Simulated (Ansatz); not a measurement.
CH4O (SMILES CO), charge 0, multiplicity 1, relaxed at each level with Ansatz (a program for electronic structure); harmonic frequencies from differences of analytic forces, average atomic masses, frozen cores.

| level | C1–O2 (Å) | C1–H3 (Å) | C1–H4 (Å) | C1–H5 (Å) | O2–H6 (Å) | O2–C1–H3 (°) | O2–C1–H4 (°) | O2–C1–H5 (°) | dipole (D) |
|---|---|---|---|---|---|---|---|---|---|
| HF/def2-TZVPP | 1.3982 | 1.0858 | 1.0801 | 1.0858 | 0.9384 | 111.9 | 107.4 | 111.9 | 1.73 |
| PBE/def2-TZVPP | 1.4259 | 1.1043 | 1.0971 | 1.1043 | 0.9688 | 112.5 | 106.7 | 112.5 | 1.58 |
| r2SCAN/def2-TZVPP | 1.4196 | 1.0965 | 1.0893 | 1.0965 | 0.9602 | 112.2 | 106.8 | 112.2 | 1.62 |
| B3LYP/def2-TZVPP | 1.4207 | 1.0948 | 1.0884 | 1.0948 | 0.9600 | 112.2 | 106.8 | 112.2 | 1.66 |
| PBE0/def2-TZVPP | 1.4090 | 1.0963 | 1.0898 | 1.0963 | 0.9571 | 112.4 | 107.1 | 112.4 | 1.63 |
| wB97X-V/def2-TZVPP | 1.4179 | 1.0966 | 1.0905 | 1.0966 | 0.9586 | 112.1 | 106.9 | 112.1 | 1.68 |
| MP2/cc-pVTZ | 1.4185 | 1.0913 | 1.0855 | 1.0913 | 0.9595 | 112.3 | 106.8 | 112.3 | 1.65 |
| CCSD(T)/cc-pVDZ | 1.4205 | 1.1113 | 1.1041 | 1.1113 | 0.9665 | 112.8 | 107.0 | 112.8 | 1.61 |
| CCSD(T)/cc-pVTZ | 1.4208 | 1.0947 | 1.0889 | 1.0947 | 0.9594 | 112.3 | 106.9 | 112.3 | 1.64 |

Measured: bond lengths of mixed type (r0, rs, rg or re) OH 0.956, CO 1.427, CH 1.096 Å [NIST CCCBDB].
